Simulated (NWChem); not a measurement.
Species: C$_{4}$H$_{7}$N; SMILES CC=C=CN

```xyz
12

C      0.4840    -2.3076     0.2019
C     -0.4188    -1.2327    -0.3599
C     -0.4028     0.0314    -0.0124
C     -0.3656     1.2895     0.3660
N      0.4958     2.2952    -0.1310
H      1.0703    -2.7829    -0.5963
H      1.1756    -1.8975     0.9431
H     -0.1056    -3.1023     0.6787
H     -1.1373    -1.5690    -1.1141
H     -0.9908     1.6259     1.1934
H      0.9299     2.0339    -1.0109
H      0.0265     3.1902    -0.2344
```
Atoms are numbered in this order, from 1.

Results from NWChem. Pople sets run with spherical d functions. Coordinates come from a B3LYP/6-31G* (spherical d) optimisation. Level: B3LYP/6-31G* with SMD (1 M gas to 1 M solution), gas-phase geometry.

Question: What does the run give for solvent toluene? Quantities: solvation free energy (kcal/mol); cavity-dispersion-structure term (kcal/mol); dipole in solution (D).

Answer: The solvation free energy (kcal/mol) comes out as -4.6. The cavity-dispersion-structure term (kcal/mol) comes out as -1.1 and the dipole in solution (D) comes out as 1.38.
